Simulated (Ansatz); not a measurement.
Basis sets compared for Al14P13Cl3. Charge 0, multiplicity 1. Geometry PBE-D4/def2-SVP. Ansatz on 4 threads of AMD EPYC 7R13 on a shared host and a share (37 GiB) of an NVIDIA H100 80GB HBM3; times are rough, and most runs start from earlier orbitals.

```tsv
atom	x (Å)	y (Å)	z (Å)
Al1	1.661	-1.618	2.516
Al2	-1.716	-2.712	0.346
Al3	-1.428	-0.764	2.998
Al4	-3.690	-0.631	1.183
Al5	2.039	-1.669	-1.536
Al6	3.660	0.264	0.863
Al7	1.803	0.923	3.126
Al8	3.122	1.455	-1.427
Al9	-0.284	-2.637	-2.635
Al10	-3.129	-0.919	-1.607
Al11	0.323	0.921	-2.756
Al12	-0.450	0.327	0.414
Al13	0.597	3.299	-0.632
Al14	-2.327	2.825	-0.024
Cl15	4.673	2.358	0.069
Cl16	1.566	-3.982	-2.045
Cl17	-4.450	2.983	-0.231
P18	0.460	-0.662	4.282
P19	-2.812	-2.527	2.388
P20	3.723	-0.510	2.997
P21	4.085	-0.672	-1.233
P22	-2.352	-3.157	-1.886
P23	1.064	-1.079	-3.632
P24	0.542	-1.898	0.418
P25	-2.199	1.118	1.876
P26	1.517	1.618	0.876
P27	-1.650	0.985	-1.572
P28	-5.075	-1.102	-0.524
P29	1.720	2.789	-2.660
P30	-0.993	4.673	0.049
```

Single mean-field runs in def2-SVP, def2-TZVP are fitted with def2-universal-jkfit. The restricted singlet is unstable towards broken spin symmetry in Hartree–Fock (as tested in another run); at PBE-D4/def2-SVP, PBE-D4/def2-TZVP, PBE0-D4/def2-SVP, PBE0-D4/def2-TZVP this wasn't settled. Another isomer (singlet) lies 1.11 eV lower at PBE0-D4/def2-TZVP; other spin states weren't run for this one.

Binding counts from free atoms (Al doublet, Cl doublet, P quartet) in the same basis, without a counterpoise term.

```csv
level,functions,energy (Eh),HOMO (eV),LUMO (eV),binding per atom (eV),wall time
PBE-D4/def2-SVP,540,-9206.2228,-4.90,-4.65,3.63,8 s
PBE0-D4/def2-SVP,540,-9207.0166,-5.45,-4.34,3.55,13 s
```

Q: Estimate the rows for PBE-D4/def2-TZVP (with forces), PBE0-D4/def2-TZVP.

A: 
```
                         level  functions  energy (Eh)  HOMO (eV)  LUMO (eV)  binding per atom (eV)  wall time
PBE-D4/def2-TZVP (with forces)       1110   -9209.3976      -4.83      -4.58                   3.63       21 s
             PBE0-D4/def2-TZVP       1110   -9210.1560      -5.37      -4.23                   3.56       32 s
```
